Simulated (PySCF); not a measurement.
Geometries of 3 isomers of CH9NSeSi2, from PBE0-D3(BJ)/def2-SVP geometry optimisation, gas phase in PySCF 2.14.0. One conformer each, no zero-point energy, no frequencies.

Question: Which is lowest in electronic energy at this level?
A.
```xyz
14
angstrom
N     -2.692   -0.318    0.184
C     -1.928    0.870   -0.168
Si    -0.159    0.519   -0.755
Se     0.809   -0.814    0.852
Si     2.861    0.175    0.705
H     -2.747   -0.966   -0.600
H     -2.245   -0.821    0.949
H     -2.462    1.432   -0.955
H     -1.888    1.549    0.701
H      0.688    1.742   -0.934
H     -0.196   -0.234   -2.048
H      2.806    1.604    1.134
H      3.759   -0.593    1.615
H      3.387    0.113   -0.692
```
B.
```xyz
14
angstrom
C     -1.795   -0.939    0.279
Si    -0.835    0.518   -0.391
N     -0.295    1.446    0.964
Se     1.034   -0.116   -1.564
Si     2.261   -0.478    0.327
H     -2.679   -0.599    0.844
H     -2.142   -1.581   -0.544
H     -1.165   -1.545    0.948
H     -1.655    1.255   -1.404
H     -0.807    1.424    1.839
H      0.207    2.318    0.843
H      3.425   -1.307   -0.109
H      1.486   -1.237    1.352
H      2.781    0.785    0.927
```
C.
```xyz
14
angstrom
C     -2.803   -0.572    0.128
N     -1.564    0.159    0.242
Si    -0.046   -0.320   -0.406
Se     1.143    1.596   -0.794
Si     3.113    0.817    0.061
H     -3.660    0.110   -0.005
H     -3.020   -1.220    0.998
H     -2.772   -1.222   -0.760
H     -1.566    0.890    0.945
H     -0.338   -1.087   -1.652
H      0.842   -1.172    0.457
H      3.617   -0.364   -0.700
H      4.084    1.942   -0.073
H      2.970    0.441    1.498
```

Answer: B. That is `C[Si@@H](N)[Se][SiH3]`, 19.9 kcal/mol below the next.

```tsv
SMILES	atoms numbered as above	E (Eh)	relative (kcal/mol)	relative (kJ/mol)	dipole (D)
C[Si@@H](N)[Se][SiH3]	[CH3:1][Si@@H:2]([NH2:3])[Se:4][SiH3:5]	-3077.72150	0.0	0.0	2.90
CN[SiH2][Se][SiH3]	[CH3:1][NH:2][SiH2:3][Se:4][SiH3:5]	-3077.68983	19.9	83.1	1.84
NC[SiH2][Se][SiH3]	[NH2:1][CH2:2][SiH2:3][Se:4][SiH3:5]	-3077.66787	33.7	140.8	1.04
```
